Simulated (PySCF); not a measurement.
## Dipole response of Ir²⁺ (iridium, charge +2)

[Xe] 4f14 5d7, high-spin 4F determinant. Calculation: PySCF 2.14, in x2c-TZVPPall with one added diffuse shell each of s, p, d, f type (12s8p8d4f1g, 113 functions); the spin-free X2C one-electron Hamiltonian (Gaussian nucleus). Coupled (time-dependent) response in atomic units; α is the mean over directions.

```
method  mean α (bohr³)  C₆ (like pair)  S(−4)
   PBE           10.74           69.61  31.56
```

S(−4) is the Cauchy moment in α(ω) = α(0) + S(−4) ω² + …

Spin-orbit coupling is absent.

α(iu) at PBE:

| u (hartree) | α(iu) (bohr³) |
| --- | --- |
| 0 | 10.74 |
| 0.0500 | 10.66 |
| 0.100 | 10.44 |
| 0.200 | 9.691 |
| 0.300 | 8.771 |
| 0.500 | 7.065 |
| 0.750 | 5.484 |
| 1.00 | 4.373 |
| 1.50 | 2.961 |
| 2.00 | 2.129 |
| 3.00 | 1.242 |
| 5.00 | 0.5670 |

A single London oscillator, α(iu) = α/(1 + u²/ω²), gives C₆ = (3/4) ω α². Matching the computed C₆ needs ω = 4 × 69.61 / (3 × 10.74²) = 0.805 hartree.

For an ion, C₆ is the dispersion term alone; charge-induced terms of lower order in 1/R come first.

Spin-orbit coupling, absent here, splits the open shell strongly.
